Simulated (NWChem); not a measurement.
GeH₃O₂Cl; SMILES [OH][GeH]([OH])[Cl]

```xyz
7

Ge    -0.0105     0.3522     0.2991
O     -1.3657     1.2184    -0.4561
O      1.5213     0.9252    -0.4204
Cl    -0.0912    -1.7899    -0.1296
H     -0.1326     0.6072     1.8094
H     -1.2675     1.2394    -1.4274
H      2.0405     0.1607    -0.7363
```
Atoms are numbered in this order, from 1.

Computed with NWChem. All runs use the structure optimised with PBE-D3(BJ)/def2-SVP.

**Question.** What does the run give for PBE/STO-3G? Quantities: highest occupied level (eV); orbital gap (eV); dipole (D).

**Answer.** The highest occupied level (eV) comes out as -2.41. The orbital gap (eV) is 4.87 and the dipole (D) is 1.81.
